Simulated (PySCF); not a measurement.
hydrogen bromide (BrH), SMILES Br. Atoms are numbered in the order given.

```xyz
2

Br     0.0000     0.0000    -0.0395
H      0.0000     0.0000     1.3811
```
Charge 0, spin multiplicity 1.

Geometry: PBE0-D3(BJ)/def2-TZVPD.

Level of theory: TDDFT-PBE/def2-TZVPD run with PySCF.

Vertical excitations; the highest root listed may be one member of a degenerate set. The molecule is in vacuum. State labels are in the subgroup C2v.

Problem. Estimate the UV-visible absorptions. (The exact figures need the calculation; the answer reports its results.)

Solution. 
```tsv
state	symmetry	energy (eV)	λ (nm)	f	main pairs
S1	B1	6.35	195	0.020	HOMO−1→LUMO (degenerate set)
S2	B2	6.35	195	0.020	HOMO→LUMO (degenerate set)
S3	B1	8.17	152	0.003	HOMO−1→LUMO+1, HOMO−1→LUMO+2 (degenerate set)
S4	B2	8.17	152	0.003	HOMO→LUMO+1, HOMO→LUMO+2 (degenerate set)
S5	B1	8.38	148	0.149	HOMO−1→LUMO+2, HOMO−1→LUMO+1 (degenerate set)
S6	B2	8.38	148	0.149	HOMO→LUMO+2, HOMO→LUMO+1 (degenerate set)
S7	A1	8.38	148	0.000	HOMO→LUMO+4, HOMO−1→LUMO+3 (degenerate set)
S8	A2	8.38	148	0.000	HOMO−1→LUMO+4, HOMO→LUMO+3 (degenerate set)
S9	A2	8.43	147	0.000	HOMO→LUMO+3 50 %, HOMO−1→LUMO+4 50 %
S10	A1	8.68	143	0.001	HOMO−1→LUMO+3 49 %, HOMO→LUMO+4 49 %
T1	B2	5.82	213	0	HOMO→LUMO (degenerate set)
T2	B1	5.82	213	0	HOMO−1→LUMO (degenerate set)
T3	B1	7.88	157	0	HOMO−1→LUMO+1, HOMO−1→LUMO+2 (degenerate set)
T4	B2	7.88	157	0	HOMO→LUMO+1, HOMO→LUMO+2 (degenerate set)
```
Triplets are in the Tamm–Dancoff approximation, which puts them higher than full response would, so one can lie above its singlet here.
